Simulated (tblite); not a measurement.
Species: C₇H₉NO (charge +1 and doublet state).
Numbering: `[CH+:1]=[C:2][C@@H:3]1[CH2:4][CH2:5][NH:6][C:7](=[O:8])[CH2:9]1` (hydrogens: H10 on C1; H11 on C3; H12, H13 on C4; H14, H15 on C5; H16 on N6; H17, H18 on C9)

A start from a force field or distance geometry was refined with GFN2-xTB geometry optimisation, gas phase in tblite 0.8.0. Values at the start:

```json
{"coordinate": "C1=C2", "start": "1.322 Å"}
{"coordinate": "C2–C3", "start": "1.508 Å"}
{"coordinate": "C3–C4", "start": "1.485 Å"}
{"coordinate": "C3–C9", "start": "1.486 Å"}
{"coordinate": "C3–H11", "start": "1.111 Å"}
{"coordinate": "C4–C5", "start": "1.471 Å"}
{"coordinate": "C4–H12", "start": "1.141 Å"}
{"coordinate": "C4–H13", "start": "1.101 Å"}
{"coordinate": "C5–N6", "start": "1.432 Å"}
{"coordinate": "C5–H14", "start": "1.118 Å"}
{"coordinate": "C5–H15", "start": "1.119 Å"}
{"coordinate": "N6–C7", "start": "1.432 Å"}
{"coordinate": "N6–H16", "start": "1.058 Å"}
{"coordinate": "C7=O8", "start": "1.276 Å"}
{"coordinate": "C7–C9", "start": "1.468 Å"}
{"coordinate": "C9–H17", "start": "1.118 Å"}
{"coordinate": "C1–C2–C3", "start": "117.3°"}
{"coordinate": "C2–C3–C4", "start": "106.2°"}
{"coordinate": "C3–C4–C5", "start": "119.3°"}
{"coordinate": "C4–C3–C9", "start": "116.8°"}
{"coordinate": "C4–C5–N6", "start": "118.1°"}
{"coordinate": "C5–N6–C7", "start": "119.0°"}
{"coordinate": "N6–C7–O8", "start": "119.0°"}
{"coordinate": "O8–C7–C9", "start": "119.3°"}
{"coordinate": "C2–C3–C4–C5", "start": "-144°"}
{"coordinate": "C2–C3–C9–C7", "start": "146°"}
{"coordinate": "C3–C4–C5–N6", "start": "23°"}
{"coordinate": "C5–N6–C7–O8", "start": "-156°"}
```

Q: How do these coordinates change at the GFN2-xTB level?

A: 
| coordinate | GFN2-xTB (Å or °) | change |
| --- | --- | --- |
| C1=C2 | 1.207 | -0.115 |
| N6–C7 | 1.327 | -0.105 |
| C7–C9 | 1.546 | +0.078 |
| C7=O8 | 1.207 | -0.069 |
| C2–C3 | 1.443 | -0.065 |
| C4–H12 | 1.090 | -0.051 |
| C3–C9 | 1.535 | +0.049 |
| C4–C5 | 1.520 | +0.049 |
| C3–C4 | 1.529 | +0.044 |
| N6–H16 | 1.016 | -0.042 |
| C9–H17 | 1.096 | -0.022 |
| C5–H14 | 1.096 | -0.022 |
| C5–H15 | 1.098 | -0.021 |
| C3–H11 | 1.095 | -0.016 |
| C5–N6 | 1.443 | +0.011 |
| C4–H13 | 1.092 | -0.009 |
| C1–C2–C3 | 178.9 | +61.6 |
| C3–C4–C5 | 108.5 | -10.8 |
| C5–N6–C7 | 127.9 | +8.9 |
| N6–C7–O8 | 126.2 | +7.2 |
| C4–C5–N6 | 111.7 | -6.4 |
| C2–C3–C4 | 112.4 | +6.2 |
| C4–C3–C9 | 110.6 | -6.2 |
| O8–C7–C9 | 115.4 | -3.9 |
| C2–C3–C4–C5 | -178 | -34 |
| C3–C4–C5–N6 | 50 | +27 |
| C5–N6–C7–O8 | -178 | -22 |
| C2–C3–C9–C7 | 166 | +20 |

The energy falls by 256.1 kJ/mol over 76 L-BFGS steps, the largest force on an atom goes from 8.67 to 0.007 eV/Å, and the atoms move by 0.410 Å rms after alignment. The bond that changes most is C1=C2 (ends: carbon bonded to C and H; carbon bonded to 2 C), which shortens by 0.115 Å. Bonds longer at the end by more than 0.005 Å: 6 of 18; shorter: 11. Among the dihedrals that turn most is H11–C3–C4–H13, from -134° to 180°. Rotational constants go from 2950, 1240, 914.0 to 2990, 1222, 903.8 MHz.

Its GFN2-xTB frequencies are all real (lowest 85 cm⁻¹).

One conformer stands for the species.

The numbers are calculated, not measured.
